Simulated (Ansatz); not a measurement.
`[NH2][SnH2][Br]` + `C=[CH][GeH3]` → `[NH2][SnH3]` + `C=[C]([GeH3])Br`  (redistribution)

Computed with Ansatz on PBE0-D4/def2-TZVP structures; ΔE is electronic, products minus reactants. CCSD(T)/CBS is the MP2 limit (def2-TZVPP, def2-QZVPP) plus CCSD(T) − MP2 in def2-TZVPP, frozen cores. Functionals use def2-TZVPP. B3LYP here is the variant with VWN-RPA as its local correlation; programs differ in this. Elements past krypton have def2 core potentials. For Br, Ge, Sn outer-core shells are correlated without core-valence functions, which leaves a few kJ/mol of doubt a bond. Scalar relativity is left out up to krypton. One conformer a species, not always the lowest.

`[NH2][SnH2][Br]`:

Cartesian coordinates in Å:
```
N -0.515 0.617 1.014
Sn 0.325 -0.286 -0.566
Br -0.798 -2.489 -0.822
H 0.085 0.770 1.810
H -1.047 1.452 0.819
H 1.961 -0.635 -0.256
H -0.011 0.570 -1.997
```

`C=[CH][GeH3]`:

Cartesian coordinates in Å:
```
C 0.018 1.010 1.211
C 0.329 -0.162 0.671
Ge -0.150 -0.651 -1.142
H -0.530 1.770 0.661
H 0.296 1.265 2.230
H 0.879 -0.885 1.269
H 1.110 -0.955 -1.972
H -0.916 0.519 -1.780
H -1.036 -1.910 -1.147
```

`[NH2][SnH3]`:

```xyz
7

N     0.961   -0.479   -0.706
Sn   -0.676    0.208    0.285
H     1.582    0.263   -1.003
H     1.511   -1.127   -0.157
H    -1.479    1.245   -0.803
H    -1.605   -1.171    0.661
H    -0.294    1.060    1.725
```

`C=[C]([GeH3])Br`:

```xyz
9

C     0.297    1.471   -0.550
C     0.602    0.306   -0.002
Ge   -0.659   -1.140    0.337
Br    2.393   -0.056    0.523
H     1.031    2.251   -0.722
H    -0.728    1.672   -0.848
H    -0.686   -1.440    1.841
H    -0.208   -2.389   -0.432
H    -2.042   -0.675   -0.148
```

Problem. Is it downhill or uphill in electronic energy at CCSD(T)/CBS, and by how much? (Best estimate.)

Solution. Ansatz gave: Uphill: ΔE = +1.67 eV.

Problem. What do these levels give: r2SCAN-D4, PBE0-D4, B3LYP-D4, ωB97M-V, PBE, PBE0, B3LYP, MP2/def2-TZVPP, CCSD/def2-TZVPP, CCSD(T)/def2-TZVPP, HF/def2-QZVPP, MP2/def2-QZVPP? (Best estimate.)

Solution. Computed: r2SCAN-D4 1.61, PBE0-D4 1.61, B3LYP-D4 1.61, ωB97M-V 1.63, PBE 1.54, PBE0 1.63, B3LYP 1.65, MP2/def2-TZVPP 1.55, CCSD/def2-TZVPP 1.59, CCSD(T)/def2-TZVPP 1.54, HF/def2-QZVPP 1.90, MP2/def2-QZVPP 1.63 eV.

Largest T1 diagnostic among the species: 0.013.

From PBE to PBE0 (25 % exact exchange), in def2-TZVPP and without D4, ΔE moves by +0.09 eV. In def2-TZVPP, CCSD(T) changes the Hartree–Fock value by −0.35 eV (the triples alone add −0.05 eV) and MP2 by −0.34 eV. The D4 term adds −0.04 eV with B3LYP and −0.02 eV with PBE0; it sums over pairs of atoms, weighted by their polarisabilities, and B3LYP, whose exchange is more repulsive, gets the larger term.
